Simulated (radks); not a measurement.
Values are calculated unless marked as measured or tabulated.
Ionisation of Fe+, [Ar] 3d6 4s1, to Fe2+, [Ar] 3d6, under several functionals. Dirac Kohn-Sham, spin-unpolarised, spherical densities, finite nucleus; open shells are shared between the two j in proportion to 2j + 1; a radial shooting solver on a logarithmic mesh with Libxc functionals.

functional,E(Fe+) (hartree),Exc (hartree),IE (eV),-e(HOMO) (eV),<r> HOMO (bohr),IE error (eV)
BLYP,-1272.47472,-55.71857,16.381,12.410,2.707,+0.182
HCTH/407,-1272.89761,-56.24050,16.145,12.216,2.753,-0.054
RPBE,-1272.34792,-55.59905,16.059,12.172,2.732,-0.140
exchange-only LDA,-1267.71841,-50.86336,15.448,11.584,2.729,-0.751

NIST Atomic Spectra Database: 16.199 eV (measured). Closest: HCTH/407. The Delta-SCF values span 0.93 eV, the total energies 5.18 hartree. The highest occupied level is 4s1/2. Spin polarisation and multiplet splitting are left out, so open shells lie too high by an amount that depends on their filling.

Beside tabulated values, note that spin-unpolarised runs miss the spin-polarisation part of the exchange energy of open shells.
